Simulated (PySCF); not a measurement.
Compound: C₅H₅NOS.
Numbering: `[N:1]#[C:2][C@H:3]1[S:4][CH2:5][CH2:6][C:7]1=[O:8]`

Geometry (GFN2-xTB, Å), atoms numbered from 1 in this order:
```
atom  x, y, z in Å
N1     2.8555    0.9249   -0.5393
C2     2.0721    0.2496   -0.0533
C3     1.0280   -0.5296    0.5591
S4     0.0212    0.5651    1.6232
C5    -0.9872    1.0429    0.1784
C6    -1.1621   -0.2274   -0.6339
C7     0.0940   -1.0612   -0.5396
O8     0.3570   -2.0184   -1.2047
H9     1.4580   -1.3411    1.1496
H10   -1.9261    1.4494    0.5450
H11   -0.4468    1.8114   -0.3763
H12   -1.9729   -0.8378   -0.2241
H13   -1.3949   -0.0273   -1.6808
```

NICS = −σ at a ghost point: NICS(0) at the centroid of the ring atoms, NICS(1) 1 Å to either side along the normal of their mean plane, zz for the tensor component along that normal. Level: GIAO PBE0/pcSseg-1 (PySCF, non-relativistic, gas phase) on the GFN2-xTB geometry, one conformer.

Ring bond lengths (Å), with Mayer bond orders in brackets: C3–S4 1.829 (1.03), S4–C5 1.825 (0.96), C5–C6 1.518 (1.01), C6–C7 1.511 (0.98), C7–C3 1.537 (0.87).

Q: Give the NICS values of each ring in ppm.

A: 
```tsv
ring	type	NICS(0)	NICS(1), two faces	NICS(1)zz, two faces	rms pucker (Å)	centre to ring atoms, mean (Å)
C3–S4–C5–C6–C7	5-membered ring with S; formal bonds all single	-3.0	-3.5 / -2.8	-3.5 / -3.2	0.21	1.37
```

Q: What can be read from them?

A: 
- C3–S4–C5–C6–C7: mean NICS(1)zz -3.3 ppm, shielded. C3, C5, C6 have four or more neighbours, and the NICS criterion for π rings isn't applied.

Q: What is the mean of the two in-plane components of NICS at the second NICS(1) probe listed for ring C3–S4–C5–C6–C7, 1 Å off the ring?

A: The isotropic value is a third of the trace: (3 × -2.8 − (-3.2))/2 = -2.6 ppm.

Q: List the ring angles and the Hirshfeld charges of the ring atoms.

A: 
- C3–S4–C5–C6–C7: C3 106.8° (-0.024 e), S4 90.0° (+0.028 e), C5 105.6° (-0.067 e), C6 109.4° (-0.076 e), C7 111.0° (+0.180 e); sum 522.8° against 540° for a flat convex ring.

Q: How shielded are the nuclei of the rings and their hydrogens (means over atoms taken as equivalent)?

A: 
| atoms | environment | σ isotropic (ppm) |
| --- | --- | --- |
| C3 | sp3 carbon bound to sulfur | 146.5 |
| S4 | sulfide sulfur | 439.2 |
| C5 | sp3 carbon bound to sulfur | 154.7 |
| C6 | sp3 carbon next to a carbonyl | 145.4 |
| C7 | ketone carbonyl carbon | -21.9 |
| H9 | methine hydrogen | 28.06 |
| H10 | methylene hydrogen | 28.78 |
| H11 | methylene hydrogen | 28.09 |
| H12 | methylene hydrogen | 29.07 |
| H13 | methylene hydrogen | 28.95 |
